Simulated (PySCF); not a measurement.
## Rubidium: a sound run and one with changed settings

Sound run: Rb⁺ [Kr], Rb²⁺ [Ar] 3d10 4s2 4p5. All numbers are calculated (PySCF 2.14, scalar relativity by spin-free X2C-1e, in jorge-DZP-DKH (8s6p2d, 36 functions)). The sound run starts from symmetry-adapted Hartree-Fock orbitals and uses a fine grid where one is needed.

Changed run: 14 angular points. This setting is unsound on purpose.

| species | method | sound run (hartree) | changed run (hartree) | converged |
| --- | --- | --- | --- | --- |
| Rb⁺ | UHF | -2978.70208 | -2978.70208 | yes |
| Rb⁺ | PBE | -2980.18748 | -2980.18748 | yes |
| Rb⁺ | BP86 | -2980.92579 | -2980.92579 | yes |
| Rb²⁺ | UHF | -2977.70258 | -2977.70258 | yes |
| Rb²⁺ | PBE | -2979.15059 | -2979.15089 | yes |
| Rb²⁺ | BP86 | -2979.88377 | -2979.88391 | yes |

Ionisation energy of Rb⁺:

```json
{"method": "UHF", "sound run (eV)": "27.198", "changed run (eV)": "27.198"}
{"method": "PBE", "sound run (eV)": "28.215", "changed run (eV)": "28.207"}
{"method": "BP86", "sound run (eV)": "28.355", "changed run (eV)": "28.351"}
```

A coarse angular grid integrates products of high-l functions wrongly, so density functionals can shift, and the SCF can exploit the error; Hartree-Fock and MP2 need no grid.

For comparison, NIST gives 27.290 eV between the lowest levels.
